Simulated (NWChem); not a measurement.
# SiHOClF$_{2}$; SMILES O[Si](F)(Cl)F

```xyz
6

O      1.3247    -0.9577     0.7253
Si     0.0059    -0.3443     0.0051
F     -1.3408    -0.8112     0.7335
F     -0.0294    -0.9182    -1.4821
Cl     0.0023     1.6851    -0.0416
H      1.6127    -0.6013     1.5703
```
Atoms are numbered in this order, from 1.

All runs: NWChem. Geometry: optimised at PBE0/def2-SVP.

Question: Predict the results for TPSS/STO-3G. Quantities: highest occupied level (eV); orbital gap (eV); dipole (D).

Answer: 
```
Item                         Value
---------------------------  -----
highest occupied level (eV)  -3.89
orbital gap (eV)              7.46
dipole (D)                    2.17
```
